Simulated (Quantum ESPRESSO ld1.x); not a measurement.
The numbers below are computed, except where a source is named.
Q: Successive ionisation energies (eV) of one element, from differences of total energies of ions in their ground configurations, starting at charge 23: 1074.8, 1126.1, 1241.6, 1297.0, 3150.8, 3296.0, 3439.7, 3636.8, 3790.9, 3943.1, 4208.5. Level of theory: scalar-relativistic Kohn-Sham, LDA (Slater exchange, Perdew-Wang correlation), spin-polarised, spherical densities, point nucleus; open shells are filled with parallel spins first (ld1.x of Quantum ESPRESSO 7.5). Which element is it?

A: Rubidium (Z = 37). The first species listed is Rb23+ in [Ne] 3s2 3p2, the last Rb33+ in [He] 2s2.
